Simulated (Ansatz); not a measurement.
A nudged elastic band was laid between two geometries of C2H5BFN (10 atoms, charge 0, multiplicity 1).

Method: RKS PBE0-D4/def2-SVP in Ansatz 0.2.0.

```yaml
movable_images: 9
climbing_image: yes
spring: 5.0 eV/Å²
optimiser: quadratic models (default)
start_path: IDPP
force_threshold: 0.05 eV/Å
iteration_limit: 60
end_points: relaxed
```

Image 0:

```xyz
10
Properties=species:S:1:pos:R:3
B -1.664 0.270 0.904
C -0.547 -0.413 0.159
C 0.601 0.223 -0.218
N 1.649 -0.291 -0.884
F 0.809 1.499 0.056
H -1.589 1.440 1.208
H -2.659 -0.351 1.208
H -0.596 -1.469 -0.127
H 1.641 -1.255 -1.182
H 2.437 0.295 -1.120
```

Image 10:

```xyz
10
Properties=species:S:1:pos:R:3
B -1.498 -0.298 0.561
C -0.280 -0.932 -0.040
C 0.840 -0.216 -0.374
N 1.054 1.099 -0.263
F 1.896 -0.830 -0.889
H -1.532 0.903 0.780
H -2.478 -0.945 0.849
H -0.198 -2.002 -0.249
H 0.328 1.678 0.135
H 1.951 1.492 -0.507
```

What changes between the two ends?

No bond is made or broken. The dihedral H8–C2–C3–F5 goes from -180 to -1°.

Give the energies along the band, and the barrier.

The forces met the threshold. The highest image is number 5 of 0 to 10, 1.18 eV above the first end and 1.26 eV above the last; the last end lies 0.08 eV below the first. A vibrational analysis at the climbing image gives one clearly imaginary mode, 542i cm⁻¹: a first-order saddle point.

| image | path coordinate (Å) | energy (eV) | dihedral H8–C2–C3–F5 (°) |
| --- | --- | --- | --- |
| 0 | 0.00 | 0.00 | -180 |
| 1 | 0.57 | 0.05 | -172 |
| 2 | 1.14 | 0.21 | -164 |
| 3 | 1.72 | 0.48 | -153 |
| 4 | 2.29 | 0.87 | -131 |
| 5 | 2.86 | 1.18 | -93 |
| 6 | 3.44 | 0.86 | -56 |
| 7 | 4.02 | 0.43 | -34 |
| 8 | 4.60 | 0.13 | -21 |
| 9 | 5.18 | -0.03 | -11 |
| 10 | 5.76 | -0.08 | -1 |

What is the geometry of the highest image?


```xyz
10
Properties=species:S:1:pos:R:3
B -1.627 0.004 0.481
C -0.301 -0.639 0.588
C 0.786 0.136 0.172
N 1.316 0.166 -1.028
F 1.393 1.009 0.963
H -1.730 1.129 0.022
H -2.628 -0.592 0.822
H -0.106 -1.639 0.989
H 0.903 -0.423 -1.740
H 2.076 0.799 -1.266
```

What are the harmonic wavenumbers there?

542i, 176, 211, 496, 542, 613, 665, 687, 744, 808, 923, 953, 1042, 1059, 1162, 1343, 1394, 1506, 1686, 2514, 2603, 3197, 3564, 3727 cm⁻¹.

Time of the run: 2.3 min on 2 threads of Intel(R) Xeon(R) Platinum 8488C (Sapphire Rapids), on a shared host, peak memory 0.2 GiB.
